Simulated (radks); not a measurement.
Values are calculated unless marked as measured or tabulated.
Polarisability of the carbon ion C3+, [He] 2s1, at imaginary frequency. Level of theory: scalar-relativistic Kohn-Sham, LB94 model potential, spin-polarised, spherical densities, finite nucleus; open shells are filled with parallel spins first; Fermi nuclear charge, rms radius 2.4702 fm (a radial shooting solver on a logarithmic mesh with Libxc functionals). Response by self-consistent Sternheimer equations with the Hartree and adiabatic LDA kernel, the relativistic mass of each level held fixed and spin-orbit coupling left out.

| w (hartree) | alpha1(iw) (bohr^3) | alpha2(iw) (bohr^5) |
|---|---|---|
| 0.00266 | 3.200 | 1.726 |
| 0.0143 | 3.193 | 1.725 |
| 0.0360 | 3.153 | 1.724 |
| 0.0697 | 3.030 | 1.722 |
| 0.118 | 2.758 | 1.714 |
| 0.186 | 2.299 | 1.698 |
| 0.280 | 1.715 | 1.664 |
| 0.413 | 1.151 | 1.597 |
| 0.605 | 0.7172 | 1.473 |
| 0.892 | 0.4302 | 1.257 |
| 1.35 | 0.2497 | 0.9357 |
| 2.12 | 0.1349 | 0.5607 |
| 3.59 | 0.06357 | 0.2497 |
| 6.94 | 0.02459 | 0.07579 |
| 17.5 | 0.006415 | 0.01280 |

Static values: alpha1 = 3.200 bohr^3 (0.4743 angstrom^3; uncoupled 3.822), alpha2 = 1.726 bohr^5, alpha3 = 4.332 bohr^7. C6 = 2.410, C8 = 11.31, triple-dipole C9 = 5.572 atomic units. One-pole (London) frequency 4 C6 / (3 alpha1^2) = 0.314 hartree, against 2.348 for minus the highest occupied eigenvalue.
